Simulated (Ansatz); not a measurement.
Isomers of Be₂Cl₄⁻ (doublet), relaxed with B3LYP-D4/def2-SVPD; total energies from Ansatz at ωB97M-V/def2-TZVPD.

| isomer | description | energy (Eh) |
| --- | --- | --- |
| A | point group C2v; 6 × Be–Cl 1.95 to 2.29 Å | -1870.59581 |
| B | point group D2d; 4 × Be–Cl 1.92 Å | -1870.59913 |
| C | point group C3v; 7 × Be–Cl 1.93 to 2.19 Å | -1870.59330 |

The isomers come from a short search, and lower ones may exist.

Question: Work out the relative energies (1 Eh = 2625.5 kJ/mol) and the Boltzmann populations at 298 K from electronic energies alone (R = 8.314 J/mol/K).

Answer: ΔE: A 8.7, B 0.0, C 15.3 kJ/mol. RT = 2.48 kJ/mol. Factors exp(−ΔE/RT): A 0.03, B 1, C 0.00209; sum 1.032. Populations: A 2.9 %, B 96.9 %, C 0.2 %. Zero-point energy, vibrational entropy and symmetry numbers are left out and can shift these; an error of 4 kJ/mol changes a ratio by a factor of 5.0. Over the other density-functional and correlated levels in def2 sets, the gap between B and A ranges from 14 to 36 kJ/mol.
